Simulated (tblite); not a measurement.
Species: C5H11NSi.
Atom-mapped SMILES: `[CH2:1]=[CH:2]/[C:3]([CH3:4])=[N:5]\[CH2:6][SiH3:7]` (hydrogens: H8, H9 on C1; H10 on C2; H11, H12, H13 on C4; H14, H15 on C6; H16, H17, H18 on Si7)

Computed with GFN2-xTB (tblite), gas phase: L-BFGS steps from a force-field or distance-geometry start until the largest atomic force falls under 0.01 eV/Å.

Step 66: E = -568.9869 eV
```
atom  x, y, z in Å  |  force x, y, z in eV/Å
C1     -1.6979    1.9129    0.2089   -0.027  -0.005  -0.030
C2     -0.7503    1.0701   -0.1870    0.015   0.026   0.062
C3     -0.7777   -0.3843   -0.0152   -0.028   0.040  -0.041
C4     -1.9717   -0.9964    0.6613    0.045   0.013   0.002
N5      0.1354   -1.1876   -0.3833   -0.041   0.014  -0.014
C6      1.3258   -0.8088   -1.0635   -0.024  -0.027  -0.002
Si7     2.6836   -0.2318    0.1689    0.019  -0.005   0.016
H8     -2.6169    1.5847    0.6634    0.010  -0.016   0.023
H9     -1.5932    2.9784    0.0822    0.007  -0.014  -0.017
H10     0.1490    1.4705   -0.6380   -0.022   0.002   0.004
H11    -2.8812   -0.7632    0.1102    0.019   0.000   0.013
H12    -1.8420   -2.0731    0.6993    0.000  -0.024  -0.008
H13    -2.0702   -0.6151    1.6758   -0.013   0.028   0.001
H14     1.6645   -1.7050   -1.5884    0.053  -0.022   0.000
H15     1.1713   -0.0271   -1.8182   -0.006  -0.007  -0.006
H16     3.9422   -0.8978   -0.1648    0.005   0.007  -0.012
H17     2.2743   -0.5403    1.5362   -0.009  -0.025   0.004
H18     2.8463    1.2205    0.0405   -0.001   0.014   0.004
```

Step 67: E = -568.9876 eV
```
atom  x, y, z in Å  |  force x, y, z in eV/Å
C1     -1.6980    1.9134    0.2069   -0.023  -0.009  -0.029
C2     -0.7482    1.0720   -0.1857    0.010   0.014   0.031
C3     -0.7774   -0.3827   -0.0186   -0.015   0.043  -0.005
C4     -1.9678   -0.9955    0.6640    0.055   0.024  -0.008
N5      0.1347   -1.1859   -0.3889   -0.053  -0.001  -0.015
C6      1.3263   -0.8096   -1.0675   -0.025  -0.031   0.010
Si7     2.6787   -0.2330    0.1711    0.021   0.006   0.017
H8     -2.6164    1.5824    0.6592   -0.010  -0.014   0.032
H9     -1.5955    2.9785    0.0793    0.011   0.003  -0.013
H10     0.1511    1.4718   -0.6365   -0.013   0.008   0.003
H11    -2.8801   -0.7584    0.1204   -0.002  -0.002   0.000
H12    -1.8390   -2.0723    0.6967   -0.004  -0.028  -0.003
H13    -2.0591   -0.6165    1.6798   -0.009   0.023   0.007
H14     1.6639   -1.7082   -1.5881    0.067  -0.028  -0.008
H15     1.1757   -0.0307   -1.8255   -0.010   0.006  -0.002
H16     3.9394   -0.8939   -0.1654    0.002   0.010  -0.005
H17     2.2662   -0.5461    1.5373   -0.002  -0.027  -0.013
H18     2.8368    1.2211    0.0499   -0.001   0.004   0.003
```

Step 68: E = -568.9882 eV
```
atom  x, y, z in Å  |  force x, y, z in eV/Å
C1     -1.6988    1.9141    0.2057   -0.018  -0.009  -0.020
C2     -0.7468    1.0741   -0.1835    0.003   0.005  -0.002
C3     -0.7778   -0.3805   -0.0215    0.007   0.031   0.027
C4     -1.9645   -0.9946    0.6655    0.044   0.023  -0.010
N5      0.1329   -1.1841   -0.3939   -0.045  -0.014  -0.023
C6      1.3264   -0.8110   -1.0705   -0.014  -0.025   0.015
Si7     2.6755   -0.2339    0.1732    0.009   0.010   0.007
H8     -2.6160    1.5803    0.6577   -0.024  -0.008   0.033
H9     -1.5977    2.9790    0.0776    0.008   0.013  -0.009
H10     0.1518    1.4734   -0.6352    0.002   0.016   0.001
H11    -2.8788   -0.7568    0.1267   -0.023   0.000  -0.012
H12    -1.8360   -2.0718    0.6956   -0.001  -0.016   0.005
H13    -2.0520   -0.6153    1.6817   -0.003   0.013   0.008
H14     1.6649   -1.7118   -1.5873    0.064  -0.020  -0.007
H15     1.1797   -0.0339   -1.8314   -0.011   0.004   0.007
H16     3.9377   -0.8909   -0.1662    0.000   0.010   0.001
H17     2.2603   -0.5511    1.5383    0.004  -0.026  -0.027
H18     2.8306    1.2213    0.0557   -0.002  -0.005   0.005
```

Question: Estimate the geometry and energy of step 69. (The exact step hangs on the optimiser's Hessian estimate; all steps are aligned on step 68, rigid shifts and turns removed.)

Answer: E = -568.9886 eV, largest force 0.047 eV/Å
```
atom  x, y, z in Å  |  force x, y, z in eV/Å
C1     -1.7004    1.9148    0.2052   -0.013  -0.006  -0.006
C2     -0.7465    1.0761   -0.1817   -0.002   0.003  -0.022
C3     -0.7782   -0.3783   -0.0232    0.024   0.010   0.039
C4     -1.9623   -0.9937    0.6661    0.015   0.016  -0.006
N5      0.1306   -1.1828   -0.3978   -0.023  -0.021  -0.030
C6      1.3263   -0.8126   -1.0721    0.000  -0.016   0.014
Si7     2.6741   -0.2346    0.1746   -0.007   0.007  -0.009
H8     -2.6161    1.5787    0.6586   -0.026   0.002   0.027
H9     -1.5995    2.9797    0.0772    0.001   0.012  -0.006
H10     0.1515    1.4751   -0.6340    0.012   0.022  -0.003
H11    -2.8780   -0.7578    0.1290   -0.028   0.003  -0.016
H12    -1.8336   -2.0714    0.6955    0.004   0.000   0.013
H13    -2.0491   -0.6127    1.6820    0.000   0.001   0.005
H14     1.6671   -1.7151   -1.5860    0.047  -0.002   0.001
H15     1.1827   -0.0363   -1.8352   -0.008  -0.008   0.019
H16     3.9373   -0.8889   -0.1667   -0.001   0.010   0.004
H17     2.2575   -0.5549    1.5388    0.008  -0.024  -0.032
H18     2.8279    1.2210    0.0579   -0.004  -0.008   0.008
```

The energy changes by -0.0004 eV. The first-order estimate −F·Δx gives -0.0006 eV and the mean of the old and new forces, exact on a quadratic surface, -0.0004 eV. The step makes an angle of 70° with the force vector and moves no atom by more than 0.005 Å.

What follows is the cost of the whole relaxation. The run took 0.75 s wall on one thread of an Arm Neoverse V2, on a shared host.
